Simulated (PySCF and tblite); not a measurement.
Values are calculated unless marked as measured or tabulated.
C₅H₄N₂OSe, numbered as in [N:1]#[C:2][CH2:3][Se:4][c:5]1[cH:6][n:7][cH:8][o:9]1.

The ensemble was built from 90 distance-geometry starts (ETKDG and KDG, UFF, GFN2-xTB) and rests on GFN2-xTB geometries. Free energies are B3LYP-D3(BJ)/def2-SVP (IEF-PCM, water) single points with GFN2-xTB rigid-rotor and vibrational terms (modes under about 100 cm⁻¹ blended into free rotors). Symmetry numbers and mirror images are counted. Conformers within 3 kcal/mol (GFN2-xTB free energy) were kept, 8 at most. Couplings: B3LYP/6-31G* with pcJ-1 on H (gas phase; spin-dipole term only for pairs with B, N, F, Si or P). Couplings are for ¹H. H–H couplings come out 0.1 to 0.9 Hz lower than with pcJ-1 on all atoms. (PySCF 2.14, tblite 0.8.)

Torsions listed: C2–C3–Se4–C5, C3–Se4–C5–O9. Of a mirror pair one member is shown.

```csv
conformer,shape,weight %
1,"-50°, 81°",96.2
2,"65°, 176°",3.6
3,"180°, 0°",0.2
```

Q: Give the couplings in each conformer and the averages at 298.15 K (pairs that fast motion interchanges averaged).

A: 
```json
{"coupling": "²J(H3,H3)", "pairs": "1", "1": "-15.5", "2": "-16.4", "3": "-14.4", "average (Hz)": "-15.5"}
```

The minima are those of GFN2-xTB; planar forms about aryl–S or allylic bonds may be saddles in DFT. Spin–orbit effects of the heavy atoms on shieldings are missing.
